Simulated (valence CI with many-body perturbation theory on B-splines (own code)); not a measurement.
# Energy levels of La⁵²⁺

Computed by valence CI with perturbative core correlation (CI+MBPT): three valence electrons over a frozen Dirac-Fock core [He], radial functions for each j: 11 s, 11 p, 10 d, 8 f, 5 g, 2 h, with the one-electron correlation potential Σ1 (screened to all orders), the two-electron term Σ2, the three-electron term Σ3, Breit, model QED; selected single and double excitations, second order for the rest, scaled by the run's own slope (own B-spline code, finite nucleus).

The last digits are not significant, and no measured levels were compared; by estimate large intervals hold to a few tenths of a per cent, small ones and those within an open d or f shell to about a per cent.

Levels 46 to 90 of 167, with energies above the lowest level, (2s^2 2p1/2) J=1/2. "Leading %" is the weight of the configuration and term that name the level; weights of strongly mixed levels are sums over their largest components and can fall short. In the jj column 3d3/2^4 stands for four electrons in 3d with j = 3/2. Lifetimes count E1, E2, E3, M1 and M2 decay at the calculated energies, and are blank where another channel may lead or the interval is too uncertain; long ones can be off by a factor of two.

```csv
No.,Configuration,Term,J,E (× 10³ cm⁻¹),Leading %,g,Leading jj,Lifetime
46,2s.2p.3p,4P,3/2,52361,47,1.633,2s 2p3/2 3p1/2 (100 %),18.4 fs
47,2s.2p.3p,2D,5/2,52382,43,1.325,2s 2p3/2 3p1/2 (99 %),7.43 fs
48,2s.2p.3s,2P°,1/2,52410,91,0.811,2s 2p3/2 3s (99 %),8.77 fs
49,2s.2p.3s,2P°,3/2,52442,84,1.378,2s 2p3/2 3s (98 %),18.2 fs
50,2s.2p.3p,2P,1/2,52899,52,1.218,2s 2p3/2 3p1/2 (98 %),8.04 fs
51,2s.2p.3p,2D,3/2,52912,62,0.971,2s 2p3/2 3p1/2 (98 %),10.5 fs
52,2s.2p.3p,2P,3/2,53308,28,1.512,2s 2p3/2 3p3/2 (60 %),9.79 fs
53,2s.2p.3p,4D,7/2,53324,100,1.412,2s 2p3/2 3p3/2 (100 %),1.31 ps
54,2p2.3s,2P,1/2,53371,40,1.353,2p1/2 2p3/2 3s (58 %),7.12 fs
55,2p2.3s,2D,5/2,53410,28,1.351,2s 2p3/2 3p3/2 (56 %),8.84 fs
56,2p2.3s,4P,3/2,53451,62,1.574,2p1/2 2p3/2 3s (71 %),14.4 fs
57,2p2.3s,2D,3/2,53606,53,1.050,2p1/2 2p3/2 3s (85 %),11.4 fs
58,2p2.3s,2D,5/2,53612,32,1.370,2p1/2 2p3/2 3s (51 %),16.8 fs
59,2p2.3s,2P,1/2,53636,26,1.371,2s 2p3/2 3p3/2 (59 %),5.09 fs
60,2s.2p.3d,4P°,1/2,53710,32,1.922,2p1/2 2p3/2 3p1/2 (62 %),1.63 fs
61,2s.2p.3d,4D°,3/2,53726,24,1.247,2s 2p3/2 3d3/2 (58 %),1.39 fs
62,2s.2p.3d,4D°,5/2,53738,41,1.213,2s 2p3/2 3d3/2 (88 %),1.52 fs
63,2s.2p.3d,4F°,7/2,53802,48,1.249,2s 2p3/2 3d3/2 (88 %),2.05 fs
64,2s.2p.3d,4P°,1/2,53875,53,2.048,2s 2p3/2 3d3/2 (61 %),7.11 fs
65,2p2.3p,4D°,3/2,53881,32,1.243,2p1/2 2p3/2 3p1/2 (58 %),7.44 fs
66,2p2.3p,2F°,5/2,53926,42,1.084,2p1/2 2p3/2 3p1/2 (87 %),5.27 fs
67,2s.2p.3p,2D,5/2,53938,71,1.251,2s 2p3/2 3p3/2 (93 %),9.70 fs
68,2s.2p.3d,4F°,9/2,53949,100,1.319,2s 2p3/2 3d5/2 (100 %),46.0 ps
69,2s.2p.3p,2P,3/2,54038,58,1.216,2s 2p3/2 3p3/2 (95 %),10.2 fs
70,2s.2p.3p,2S,1/2,54053,62,1.726,2s 2p3/2 3p3/2 (98 %),200 fs
71,2s.2p.3d,2D°,5/2,54102,44,1.308,2s 2p3/2 3d5/2 (99 %),2.23 fs
72,2s.2p.3d,2D°,3/2,54121,45,1.109,2s 2p3/2 3d5/2 (74 %),2.71 fs
73,2p2.3p,2P°,3/2,54159,39,1.317,2p1/2 2p3/2 3p1/2 (94 %),4.69 fs
74,2s.2p.3d,2F°,7/2,54175,61,1.236,2s 2p3/2 3d5/2 (87 %),1.29 fs
75,2s.2p.3d,2P°,1/2,54286,71,0.703,2s 2p3/2 3d5/2 (86 %),1.51 fs
76,2s.2p.3d,2F°,5/2,54351,68,0.938,2s 2p3/2 3d3/2 (96 %),2.08 fs
77,2s.2p.3d,2D°,3/2,54386,61,0.956,2s 2p3/2 3d3/2 (78 %),1.54 fs
78,2s.2p.3d,2P°,1/2,54417,91,0.621,2s 2p3/2 3d3/2 (88 %),2.03 fs
79,2s.2p.3d,2F°,7/2,54567,76,1.175,2s 2p3/2 3d5/2 (97 %),5.16 fs
80,2s.2p.3d,2D°,5/2,54673,64,1.143,2s 2p3/2 3d5/2 (96 %),1.29 fs
81,2s.2p.3d,2P°,3/2,54693,76,1.280,2s 2p3/2 3d5/2 (98 %),1.85 fs
82,2p2.3p,4D°,5/2,54873,52,1.411,2p1/2 2p3/2 3p3/2 (98 %),6.10 fs
83,2p2.3p,2P°,1/2,54909,35,1.604,2p1/2 2p3/2 3p3/2 (99 %),6.09 fs
84,2p2.3p,2D°,3/2,54954,52,1.159,2p1/2 2p3/2 3p3/2 (98 %),5.96 fs
85,2p2.3p,2F°,7/2,55009,61,1.231,2p1/2 2p3/2 3p3/2 (97 %),7.05 fs
86,2p2.3p,2P°,3/2,55095,36,1.399,2p1/2 2p3/2 3p3/2 (99 %),5.99 fs
87,2p2.3p,2D°,5/2,55171,62,1.180,2p1/2 2p3/2 3p3/2 (98 %),5.97 fs
88,2p2.3d,4F,3/2,55224,43,0.926,2p1/2 2p3/2 3d3/2 (99 %),6.16 fs
89,2p2.3d,4F,5/2,55235,54,0.963,2p1/2 2p3/2 3d3/2 (98 %),16.5 fs
90,2p2.3d,4D,1/2,55256,80,0.231,2p1/2 2p3/2 3d3/2 (100 %),11.8 fs
```
